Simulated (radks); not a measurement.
Question: The mean radii <r> (bohr) of the occupied orbitals of an atom or ion are listed with their occupations. Method: Dirac Kohn-Sham, PBE, spin-unpolarised, spherical densities, finite nucleus; Fermi nuclear charge, rms radius of each element as measured or else 0.836 A^(1/3) + 0.57 fm; computed with a radial shooting solver on a logarithmic mesh with Libxc functionals.

| orbital | occ. | <r> |
|---|---|---|
| 1s1/2 | 2 | 0.03344 |
| 2s1/2 | 2 | 0.1453 |
| 2p1/2 | 2 | 0.1236 |
| 2p3/2 | 4 | 0.1284 |
| 3s1/2 | 2 | 0.4023 |
| 3p1/2 | 2 | 0.3955 |
| 3p3/2 | 4 | 0.4061 |
| 3d3/2 | 4 | 0.3818 |
| 3d5/2 | 6 | 0.3853 |
| 4s1/2 | 2 | 1.003 |
| 4p1/2 | 2 | 1.077 |
| 4p3/2 | 4 | 1.103 |
| 4d3/2 | 1.6 | 1.364 |
| 4d5/2 | 2.4 | 1.374 |

Name the element and its charge. Open shells, if any, are shared by 2j + 1.

Answer: Z = 44, ruthenium, charge +4: Ru4+ in [Kr] 4d4. The 1s radius gives Z: for a bare nucleus <r> = (2 gamma + 1)/(2Z) with gamma = sqrt(1 - (Z/c)^2), 0.03289 bohr for Z = 44, and screening makes it slightly larger (0.03344 here). The occupations add up to 40, and the charge is Z minus that.
